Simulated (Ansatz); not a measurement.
CH₃AlSSe, 7 atoms. The species carries charge 0 and has multiplicity 1. Correlated methods include outer-core shells of Se, which these sets cover unevenly. Scalar relativity is left out up to krypton. The bonds changed during the relaxation, so this is another structure than the one it started from. All runs use 2 threads of an Arm Neoverse V1 on a shared host. Correlated methods freeze the cores.

Q: Give the basis size and wall time and peak host memory of each of these runs in Ansatz. RKS r2SCAN-D4/def2-TZVPP energy and forces; RKS ωB97M-V/def2-QZVPP energy; RKS r2SCANh-D4/def2-TZVPP energy; RKS PBE0-D4/def2-TZVPP energy; RKS PBE0-D4/def2-QZVPP energy; direct RPA on PBE orbitals/def2-TZVPP energy; RKS PBE0-D4/def2-TZVP frequencies; RKS PBE0-D4/def2-TZVP relaxation (6 steps); RKS ωB97M-V/def2-TZVPP energy and forces; RHF-CCSD(T)/def2-SVP energy; RKS ωB97M-V/def2-SVP energy; RHF-MP2/def2-QZVPP energy. (Best estimate.)

A: Ansatz gave: Other jobs shared the machine, so times are rough.

| level | job | functions | wall time | peak host memory (GiB) |
| --- | --- | --- | --- | --- |
| RKS PBE0-D4/def2-TZVPP | energy | 205 | 5 s | 0.61 |
| RHF-CCSD(T)/def2-SVP | energy | 97 | 5.5 s | 0.31 |
| direct RPA on PBE orbitals/def2-TZVPP | energy | 205 | 7 s | 0.4 |
| RKS r2SCAN-D4/def2-TZVPP | energy and forces | 205 | 8 s | 0.29 |
| RKS ωB97M-V/def2-SVP | energy | 97 | 9 s | 0.3 |
| RKS r2SCANh-D4/def2-TZVPP | energy | 205 | 9 s | 0.61 |
| RKS PBE0-D4/def2-QZVPP | energy | 376 | 15 s | 1.2 |
| RKS ωB97M-V/def2-TZVPP | energy and forces | 205 | 19 s | 0.76 |
| RHF-MP2/def2-QZVPP | energy | 376 | 28 s | 1.7 |
| RKS ωB97M-V/def2-QZVPP | energy | 376 | 34 s | 1.5 |
| RKS PBE0-D4/def2-TZVP | relaxation (6 steps) | 171 | 40 s | 0.47 |
| RKS PBE0-D4/def2-TZVP | frequencies | 171 | 2.9 min | 0.47 |
